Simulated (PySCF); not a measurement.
# Reading the logs of faulty runs: AlGeH5N

Calculated results; nothing here was measured. They come from PySCF 2.14.0, an open-source quantum chemistry program, on an isolated molecule that a program drew, which may never have been made. The molecule is AlGeH5N (charge 0, doublet), drawn as the SMILES string `[AlH][NH][GeH3]`.

Each row is a Hartree-Fock (HF) and frozen-core CCSD(T) single point in the cc-pV(D+d)Z basis, meant for a local HF minimum. Run 1 is clean. Each other run has one planted mistake out of seven kinds, and not every kind appears here: one electron removed, one electron added, multiplicity raised by two, geometry at a saddle point, minimal basis STO-3G, one bond length entered in bohr, all coordinates scaled. The reference is restricted for singlets and unrestricted otherwise, and also for a bond in bohr. Adding or removing an electron swaps singlet and doublet. Electrons count all cores. HOMO and LUMO are orbital energies over both spins, the gradient is its largest component, and the lowest frequency (negative if imaginary) is given only where the gradient is small. Bond lengths are over the 7 bonds as drawn. T1 is the CCSD diagnostic: over 0.02 (restricted) or 0.045 (unrestricted) a single reference is doubtful. Germanium has the cc-pVDZ-PP basis, with a core potential (ECP10MDF) in place of its 10 inner electrons, and its 3s, 3p and 3d shells are frozen in CCSD(T).

Geometry of the clean run:
```xyz
8
AlGeH5N, angstrom
Al    0.1829   -2.2346   -1.6002
N     1.7156   -2.3718   -0.7007
Ge    2.1656   -1.8689    1.0187
H    -1.0462   -1.5697   -0.8366
H     2.4945   -2.7924   -1.1821
H     3.3110   -0.8469    0.9985
H     0.9235   -1.2466    1.6567
H     2.6183   -3.0875    1.8352
```

| run | electrons | basis functions | <S^2> | HOMO (eV) | LUMO (eV) | gradient (hartree/bohr) | lowest frequency (cm^-1) | mean bond (Å) | longest bond (Å) | T1 | HF (hartree) | CCSD(T) (hartree) | mistake |
|---|---|---|---|---|---|---|---|---|---|---|---|---|---|
| 1 | 57 | 85 | 0.755 | -8.04 | 1.31 | 2.3e-05 | 77 | 1.5469 | 1.847 | 0.0161 | -592.65720 | -593.02877 | no fault |
| 2 | 57 | 85 | 1.604 | -8.08 | 1.23 | 7.5e-03 | - | 1.7413 | 2.889 | 0.0488 | -592.55135 | -592.91082 | one bond length entered in bohr |
| 3 | 58 | 85 | 0.000 | -0.14 | 7.06 | 5.9e-02 | - | 1.5469 | 1.847 | 0.0171 | -592.63359 | -593.03862 | one electron added |
| 4 | 57 | 85 | 0.754 | -7.97 | 1.40 | 1.6e-02 | - | 1.5145 | 1.808 | 0.0153 | -592.65390 | -593.02274 | ? |
| 5 | 56 | 85 | 0.000 | -15.33 | -6.69 | 6.1e-02 | - | 1.5469 | 1.847 | 0.0193 | -592.38595 | -592.75687 | ? |

**Which mistake was planted in run 4, and what did it cost?**

The mean and the longest bond both change by the same factor, 0.979, and the gradient is no longer small. So the mistake is: all coordinates scaled. Subtracting run 1 and multiplying by 627.51 kcal/mol a hartree, the energy moved by 2.1 kcal/mol in HF and 3.8 kcal/mol in CCSD(T).

**Which mistake was planted in run 5, and what did it cost?**

It counts 56 electrons, one fewer than the clean run, at the same geometry and basis. So the mistake is: one electron removed. Subtracting run 1 and multiplying by 627.51 kcal/mol a hartree, the energy moved by 170.2 kcal/mol in HF and 170.6 kcal/mol in CCSD(T).

Cautions from the logs. Run 2: T1 is over the limit, so its CCSD(T) energy is less reliable.
